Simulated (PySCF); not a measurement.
Cartesian coordinates (Å):
```xyz
21

Mo     0.0592    -0.0418    -0.1280
N      0.1578    -1.8144     0.8278
H      1.0008    -2.1661     1.3006
H     -0.5486    -2.5593     0.8012
N      1.4184     0.3344     1.2369
H      1.5493    -0.1237     2.1435
H      2.0684     1.1164     1.1057
N      0.3390     1.6737    -1.1498
H     -0.0990     2.5800    -0.9473
H      1.0530     1.7996    -1.8794
N      0.7817    -0.7169    -1.8240
H      1.1998    -1.6523    -1.8627
H      0.7568    -0.2711    -2.7457
C     -1.3573     1.3657     0.7990
H     -0.8515     2.2998     1.1151
H     -1.7006     0.8291     1.7099
H     -2.2381     1.6025     0.1719
C     -1.9028    -0.9625    -0.5128
H     -2.5755    -0.9793     0.3661
H     -1.7954    -1.9833    -0.9308
H     -2.3507    -0.3105    -1.2936
```
Charge 0, multiplicity 1.

Question: Estimate the LUMO, charge on the central atom (Mulliken) and HOMO that TPSSh-D3(BJ)/def2-TZVP // BP86-D3(BJ)/def2-SVP (PySCF) returns for this input.

Answer: 
The LUMO is -2.36 eV. The charge on the central atom (Mulliken) is 1.39 e. The HOMO comes out as -5.60 eV.
